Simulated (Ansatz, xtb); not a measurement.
# Relative energy of two isomers of C3H11NSi

We compare a, `CC[Si@@H](C)N`, a singlet, with b, `C[Si](C)(C)N`, a singlet. Both are isolated molecules in the gas phase, relaxed with B3LYP-D3(BJ)/def2-SVP; the shapes shown needn't be the lowest conformers.

a (Å):

```xyz
16

C    -1.0958   -1.7112   -1.7168
C    -0.6730   -0.9940   -0.4279
C     1.5363    0.7719   -1.7531
N     1.4348    0.3162    1.1398
Si    1.1388   -0.4648   -0.3925
H    -2.1530   -2.0220   -1.6881
H    -0.4919   -2.6168   -1.8925
H    -0.9715   -1.0624   -2.5996
H    -0.8577   -1.6469    0.4452
H    -1.2893   -0.0925   -0.2629
H     1.9708   -1.6953   -0.6374
H     0.9055    1.6705   -1.6585
H     1.3646    0.3303   -2.7481
H     2.5912    1.0904   -1.7124
H     2.3218    0.7941    1.2764
H     1.1829   -0.1776    1.9923
```

b (Å):

```xyz
16

C    -0.5860    0.5946   -1.6635
C    -0.6952   -1.2398    0.8427
C     1.9983   -0.2441   -0.2374
N    -0.0745    1.6102    1.0277
Si    0.1777    0.2080    0.0137
H    -1.6579    0.8286   -1.5636
H    -0.4822   -0.2603   -2.3517
H    -0.0938    1.4605   -2.1378
H    -1.7691   -1.0309    0.9718
H    -0.2691   -1.4469    1.8390
H    -0.5922   -2.1593    0.2433
H     2.5534    0.5831   -0.7109
H     2.4902   -0.4679    0.7241
H     2.1068   -1.1322   -0.8831
H     0.2118    2.5203    0.6761
H     0.1565    1.5423    2.0156
```

Question: Estimate E(b) − E(a) at the level CCSD(T)/def2-SVP + ΔMP2/def2-TZVPP.

Answer: Calculated at CCSD(T)/def2-SVP + ΔMP2/def2-TZVPP: E(b) − E(a) = −12.9 kcal/mol, so structure b lies lower.

The same difference at several levels:

| level | geometry | E(b) − E(a) (kcal/mol) | departure from the last row (kcal/mol) | job, with rough time for the two |
| --- | --- | --- | --- | --- |
| GFN2-xTB | GFN2-xTB | +5.1 | +18.0 | optimisation, 0.47 s |
| HF/STO-3G | GFN2-xTB | −13.6 | −0.7 | single point, 1.6 s |
| r2SCAN-D4/def2-SVP | GFN2-xTB | −12.4 | +0.5 | single point, 12 s |
| B3LYP-D3(BJ)/def2-SVP | B3LYP-D3(BJ)/def2-SVP | −11.2 | +1.7 | optimisation, 1.7 min |
| HF/def2-SVP | B3LYP-D3(BJ)/def2-SVP | −10.6 | +2.3 | part of the CCSD(T) run |
| MP2/def2-SVP | B3LYP-D3(BJ)/def2-SVP | −10.9 | +2.0 | part of the CCSD(T) run |
| CCSD(T)/def2-SVP | B3LYP-D3(BJ)/def2-SVP | −10.1 | +2.8 | single point |
| CCSD(T)/def2-SVP + ΔMP2/def2-TZVPP | B3LYP-D3(BJ)/def2-SVP | −12.9 |  | single point, 2.2 min |

As drawn, b has 1 C–Si, 1 C–H in place of 1 C–C, 1 Si–H.

GFN2-xTB puts the two in the other order. The largest departure from CCSD(T)/def2-SVP + ΔMP2/def2-TZVPP is that of GFN2-xTB, 18.0 kcal/mol. The last row adds to CCSD(T) the change of the MP2 difference between the two basis sets, here −2.8 kcal/mol.

With thermal terms from frequencies at re-optimised GFN2-xTB minima (ideal gas, soft modes damped towards free rotors, one conformer each, 298.15 K, 1 atm): the zero-point term adds +0.2 kcal/mol; ΔH is −12.2 and ΔG −13.4 kcal/mol.

The correlated steps freeze 9 core orbitals. Mirror images aren't counted in ΔG. Programs: Ansatz 0.2.0, xtb 6.7.1; the last row on 2 threads of AMD EPYC (Zen 3) on a shared host.
